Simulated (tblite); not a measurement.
Compound: C3H12GeO2Si2.
Atom-mapped SMILES: `[O:1]=[CH:2][O:3][SiH2:4][C@H:5]([SiH3:6])[CH2:7][GeH3:8]` (hydrogens: H9 on C2; H10, H11 on Si4; H12 on C5; H13, H14, H15 on Si6; H16, H17 on C7; H18, H19, H20 on Ge8)

Computed with GFN2-xTB (tblite), gas phase: L-BFGS steps from a force-field or distance-geometry start until the largest atomic force falls under 0.01 eV/Å.

The end geometry, which sets the zero of energy:
```
atom  x, y, z in Å
O1      2.2234    1.4014    1.6287
C2      2.9144    0.8906    0.7971
O3      2.5118    0.5044   -0.3794
Si4     0.9091    0.7336   -0.8409
C5     -0.2582   -0.3099    0.2261
Si6     0.5329   -1.9481    0.8198
C7     -1.5764   -0.5904   -0.5012
Ge8    -2.5340    1.0253   -1.0968
H9      3.9917    0.6934    0.9420
H10     1.0584    0.2311   -2.2046
H11     0.6419    2.1689   -0.7764
H12    -0.4855    0.2772    1.1234
H13    -0.4574   -2.6524    1.6407
H14     1.7335   -1.6940    1.6141
H15     0.8623   -2.7695   -0.3491
H16    -2.2423   -1.1659    0.1478
H17    -1.3885   -1.2148   -1.3777
H18    -3.9386    0.7040   -1.5157
H19    -2.6292    2.0534   -0.0158
H20    -1.8743    1.6724   -2.2718
```

**Question.** These geometries come from the run, each turned onto the end geometry. Order them by energy, lowest first.
A.
```
atom  x, y, z in Å
O1      1.8795    1.9149    1.3685
C2      2.7267    1.2427    0.8591
O3      2.5668    0.5098   -0.2066
Si4     1.0762    0.4593   -0.9864
C5     -0.1947   -0.4014    0.1265
Si6     0.4647   -2.0924    0.7356
C7     -1.5509   -0.5699   -0.5687
Ge8    -2.5020    1.1363   -0.8579
H9      3.7598    1.1722    1.2461
H10     1.4907   -0.3728   -2.1126
H11     0.7440    1.8206   -1.3946
H12    -0.3440    0.2259    1.0141
H13    -0.5320   -2.6790    1.6352
H14     1.7254   -1.9374    1.4590
H15     0.6436   -2.9746   -0.4197
H16    -2.2067   -1.2074    0.0341
H17    -1.4198   -1.0806   -1.5261
H18    -3.9157    0.9195   -1.3127
H19    -2.5610    1.9262    0.4092
H20    -1.8555    1.9986   -1.8921
```
B.
```
atom  x, y, z in Å
O1      2.1766    1.4307    1.6358
C2      2.8915    0.9210    0.8248
O3      2.5189    0.5100   -0.3541
Si4     0.9282    0.7017   -0.8702
C5     -0.2557   -0.3248    0.1967
Si6     0.5329   -1.9543    0.8181
C7     -1.5719   -0.5996   -0.5368
Ge8    -2.5352    1.0362   -1.0668
H9      3.9673    0.7331    0.9990
H10     1.1218    0.1609   -2.2149
H11     0.6423    2.1357   -0.8562
H12    -0.4863    0.2746    1.0860
H13    -0.4522   -2.6195    1.6740
H14     1.7489   -1.6872    1.5835
H15     0.8382   -2.8162   -0.3272
H16    -2.2325   -1.2004    0.0942
H17    -1.3837   -1.1950   -1.4322
H18    -3.9638    0.7539   -1.4280
H19    -2.5585    2.0379    0.0416
H20    -1.9317    1.7120   -2.2571
```
C.
```
atom  x, y, z in Å
O1      2.1405    1.5987    1.6008
C2      2.8883    1.0332    0.8589
O3      2.5628    0.5191   -0.2939
Si4     1.0033    0.6342   -0.9109
C5     -0.2163   -0.3304    0.1674
Si6     0.4703   -1.9999    0.8013
C7     -1.5322   -0.5808   -0.5759
Ge8    -2.5577    1.0507   -0.9958
H9      3.9646    0.8892    1.0726
H10     1.2878   -0.0016   -2.1941
H11     0.6652    2.0505   -1.0216
H12    -0.4363    0.2864    1.0481
H13    -0.5569   -2.5964    1.6641
H14     1.7056   -1.8308    1.5648
H15     0.6896   -2.8724   -0.3572
H16    -2.1725   -1.2333    0.0228
H17    -1.3453   -1.1216   -1.5066
H18    -3.9937    0.7271   -1.2941
H19    -2.5456    2.0111    0.1494
H20    -2.0262    1.7777   -2.1899
```
D.
```
atom  x, y, z in Å
O1      1.9116    1.9598    1.4287
C2      2.8233    1.2642    0.9315
O3      2.6330    0.4725   -0.1929
Si4     1.0876    0.3786   -1.0307
C5     -0.2060   -0.3947    0.1203
Si6     0.4331   -2.0581    0.6892
C7     -1.5589   -0.5624   -0.5917
Ge8    -2.4715    1.1469   -0.8351
H9      3.8071    1.2615    1.4118
H10     1.2344   -0.4716   -2.2140
H11     0.6716    1.7189   -1.4315
H12    -0.3296    0.2481    1.0106
H13    -0.5423   -2.6659    1.6174
H14     1.7194   -1.8763    1.3950
H15     0.6342   -2.9296   -0.4668
H16    -2.2311   -1.1941    0.0494
H17    -1.4340   -1.0617   -1.5696
H18    -3.9288    0.8672   -1.3159
H19    -2.5122    1.9153    0.5114
H20    -1.7458    1.9920   -1.9068
```
E.
```
atom  x, y, z in Å
O1      2.1974    1.4802    1.6493
C2      2.9116    0.9555    0.8468
O3      2.5381    0.5150   -0.3214
Si4     0.9578    0.6825   -0.8715
C5     -0.2507   -0.3305    0.1773
Si6     0.5073   -1.9692    0.8121
C7     -1.5631   -0.5901   -0.5678
Ge8    -2.5606    1.0435   -1.0503
H9      3.9910    0.7821    1.0146
H10     1.1818    0.1032   -2.1930
H11     0.6622    2.1142   -0.9012
H12    -0.4829    0.2661    1.0669
H13    -0.4747   -2.6171    1.6869
H14     1.7316   -1.7074    1.5665
H15     0.7892   -2.8501   -0.3246
H16    -2.2166   -1.2106    0.0508
H17    -1.3685   -1.1616   -1.4781
H18    -3.9999    0.7417   -1.3579
H19    -2.5547    2.0402    0.0648
H20    -2.0013    1.7229   -2.2601
```

**Answer.** B (0.003 eV), E (0.007 eV), C (0.016 eV), A (0.038 eV), D (0.660 eV).

In the order of the answer:

| step | E above end (eV) | largest force (eV/Å) | rms force component (eV/Å) | rms distance from end (Å) | rms bond change (Å) | bond most changed (Å) |
| --- | --- | --- | --- | --- | --- | --- |
| 94 | 0.003 | 0.07 | 0.017 | 0.061 | 0.001 | Si6–H13 -0.002 |
| 84 | 0.007 | 0.04 | 0.013 | 0.102 | 0.001 | C7–Ge8 +0.004 |
| 66 | 0.016 | 0.07 | 0.023 | 0.179 | 0.001 | Si4–C5 -0.002 |
| 21 | 0.038 | 0.05 | 0.017 | 0.398 | 0.001 | C7–Ge8 +0.004 |
| 0 | 0.660 | 3.90 | 0.840 | 0.428 | 0.039 | C2–O3 +0.086 |

The cost below is that of the whole relaxation. Hardware: an Arm Neoverse N1 with one thread, on a shared host. Cost: 2.2 s wall.
